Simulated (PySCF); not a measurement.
Species: cis-Ti(NH3)2Cl4 (singlet state).
Structure used (PBE0-D3(BJ)/def2-SVP), in Å, numbered top down from 1:
```
atom  x, y, z in Å
Ti1   -0.7127    0.0153   -0.7202
N2    -0.5632   -0.0230    1.5350
H3    -0.1137    0.8098    1.9140
H4    -0.1314   -0.8717    1.8983
H5    -1.5368   -0.0146    1.8425
Cl6   -0.4533    0.0596   -2.9155
N7     1.5421   -0.0172   -0.5489
H8     1.8608   -0.1114   -1.5141
H9     1.9036   -0.8142   -0.0268
H10    1.9125    0.8591   -0.1822
Cl11  -2.9117    0.0386   -0.4886
Cl12  -0.3611    2.2469   -0.3468
Cl13  -0.4044   -2.2294   -0.4246
```

The calculation used PBE0-D3(BJ)/def2-SVP geometry optimisation, gas phase (PySCF).

Q: Which atoms are bound to Ti1, and at what distances?

A: 6 atoms: Cl6 2.211 Å, Cl11 2.211 Å, N2 2.260 Å, N7 2.262 Å, Cl13 2.285 Å, Cl12 2.290 Å. The nearest atom not counted as bound is H5, at 2.69 Å (others tie with it).

Q: List the angles at Ti1.

A: 
| angle | degrees | distance of the outer atoms (Å) |
| --- | --- | --- |
| N7–Ti1–Cl11 | 169.6 | 4.45 |
| N2–Ti1–Cl6 | 169.5 | 4.45 |
| Cl12–Ti1–Cl13 | 156.3 | 4.48 |
| Cl6–Ti1–Cl11 | 102.7 | 3.45 |
| Cl6–Ti1–Cl13 | 97.6 | 3.38 |
| Cl11–Ti1–Cl13 | 97.5 | 3.38 |
| Cl11–Ti1–Cl12 | 97.2 | 3.38 |
| Cl6–Ti1–Cl12 | 97.1 | 3.38 |
| N2–Ti1–Cl11 | 87.8 | 3.10 |
| Cl6–Ti1–N7 | 87.6 | 3.10 |
| N2–Ti1–N7 | 81.9 | 2.96 |
| N7–Ti1–Cl12 | 81.3 | 2.96 |
| N2–Ti1–Cl13 | 81.1 | 2.96 |
| N2–Ti1–Cl12 | 81.0 | 2.96 |
| N7–Ti1–Cl13 | 80.9 | 2.95 |

Q: What is the shape at Ti1?

A: Distorted octahedral: the three widest angles are 169.6°, 169.5° and 156.3°, the others run from 80.9° to 102.7°. The Ti–Cl distances aren't all alike: 2.211 to 2.290 Å.

Q: What are the other bond lengths?

A: N2–H3 and 5 like bonds 1.020 Å.

Q: What are the rotational constants (commonest isotopes, rigid rotor)?

A: A = 928.5, B = 831.5, C = 785.8 MHz: an asymmetric top.

Point group: near C2v, missed by 0.21 Å at most; the miss may be what the optimiser left on a soft mode. Charge 0, singlet. No frequency check.
